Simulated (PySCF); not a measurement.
AlI3, optimised at PBE0/def2-TZVP:

```xyz
4

Al     0.5006    -0.1940    -0.3215
I     -0.2062     1.0899    -2.2884
I     -0.2091    -2.5274    -0.0608
I      1.9185     0.8548     1.3832
```

Computed with PySCF (xtb for GFN2) and rigid-rotor harmonic-oscillator thermochemistry at 1 bar. All species are closed-shell singlets. I: scalar-relativistic def2 core potential, no spin-orbit coupling.

Task: List the harmonic frequencies (cm⁻¹, unscaled) at this level and at the other levels, each on its own geometry.

Result: 
- PBE0/def2-TZVP: 63, 63, 144, 162, 432, 432
- GFN2-xTB: 58, 58, 152, 186, 512, 512
- PBE/def2-SVP: 62, 63, 137, 156, 421, 422
